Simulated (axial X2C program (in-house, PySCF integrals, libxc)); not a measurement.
## Nuclear properties of RuCl⁺

Calculated with an axial X2C code built on PySCF integrals: two-component X2C with atomic mean-field Coulomb and Gaunt terms, Gaussian nuclei, basis Ru dyall-cv3z, Cl dyall-av3z with contracted cores.

R = 2.150 Å (near the PBE0 minimum at charge 1 of the determinant lowest at the starting distance; the state shown can have its own minimum elsewhere).

Determinant lowest in the PBE0 search, Ω = 4 (⟨Sz⟩ = 1.99, ⟨Lz⟩ = 2.01 at PBE0), spin on the atoms Ru 1.75, Cl 0.24:

```
 level  Eeff magnitude (GV/cm)  Ws magnitude Ru (kHz)  A∥/gI Ru (MHz)  qzz Ru (a.u.)  A∥/gI Cl (MHz)  qzz Cl (a.u.)
  PBE0                    4.29                  0.445             368           1.16           -11.2           1.12
 PBE50                    4.57                   0.47             305           1.06           -7.85           1.20
r2SCAN                    4.12                  0.418             406           1.18           -3.33           1.14
 TPSSh                    4.13                  0.421             386           1.15           -7.49           1.06
```

Eeff is the effective electric field on the electron electric dipole moment in this Ω state and Ws the scalar–pseudoscalar constant of the nucleus named (defined with the proton number Z and per Ω); A∥ (defined per Ω) follows by multiplying with gI = μI/(I μN); qzz is the electric field gradient, eQq0 = 234.96 MHz × Q/barn × qzz. The operators were transformed with the bare-nucleus X2C matrices; with these basis sets, hyperfine constants and field gradients can be off by tens of per cent, and where levels differ in sign neither size nor sign is settled.

Q: With gI(101Ru) = -0.2880, Q(101Ru) = 0.457 barn, Q(35Cl) = -0.08112 barn (g factors from the IAEA table of nuclear moments by Stone; Q from Pyykkö, Mol. Phys. 2018), turn the PBE0 values of the first state into constants in MHz.

A: A∥(101Ru) = 368 × -0.2880 = -106 MHz; eQq0(101Ru) = 234.96 × (0.457) × (1.16) = 125 MHz; eQq0(35Cl) = 234.96 × (-0.08112) × (1.12) = -21.3 MHz.

Each state is one determinant with collinear spin, which with several unpaired electrons need not be a pure state. With several open shells hyperfine constants can be off by a factor of several. Open-shell Ω = 0 determinants with evenly filled partner blocks cannot be reached by this program, so the Ω shown need not be the lowest component. Left out as unconverged or as another state under the same occupation: HF in at least one table. States lie within half an eV, so the first need not be the ground state. Further determinants of the search, some of them spin-mixed, are not shown. Where a field gradient or hyperfine factor spreads by more than a factor of two over the levels, a constant derived from it is not to be relied on.
